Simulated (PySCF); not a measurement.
Ti(NH2)3: what the settings change

The complex Ti(NH2)3 (charge 0) contains Ti(III), shell d1. The structure is a PBE0-D3(BJ)/def2-TZVP geometry optimised for multiplicity 2; coordination trigonal planar, point group D3h, metal–donor distances 1.91 Å.

```
10

Ti    0.000    0.000    0.000
N     1.906    0.000    0.000
H     2.498    0.820    0.000
H     2.498   -0.820    0.000
N    -0.953    1.651    0.000
H    -1.959    1.754    0.000
H    -0.539    2.574    0.000
N    -0.953   -1.651    0.000
H    -0.539   -2.574    0.000
H    -1.959   -1.754    0.000
```

Method (PySCF 2.14, density fitting): CASSCF(1,5) with orbitals averaged over all microstates of the shell, strongly contracted NEVPT2 on the averaged canonical orbitals; basis x2c-TZVPall on the metal, x2c-SVPall elsewhere; spin-free X2C; gas phase; spin-orbit coupling by state interaction with the mean-field operator over all roots.

Base run: NEVPT2 ground state 2A1', next 2E'' at 9478, then 2E' at 14626 cm⁻¹, ζ 110 cm⁻¹, g 1.940 1.940 2.002, μeff(300 K) 1.75 μB.

(1) What happens with the basis x2c-TZVPall on all atoms?

NEVPT2 lifts 2E'' from 6632 to 9478 cm⁻¹; on the d shell alone such lifts tend to overshoot. NEVPT2 on the d shell alone tends to put d–d bands too high for such charged or covalently bound ions.

## Answers

(1) NEVPT2 ground state 2A1', next 2E'' at 9050, then 2E' at 14249 cm⁻¹, ζ 110 cm⁻¹, g 1.937 1.937 2.002, μeff(300 K) 1.75 μB. It took 7.8 s against 3.8 s on a shared host of the same kind.
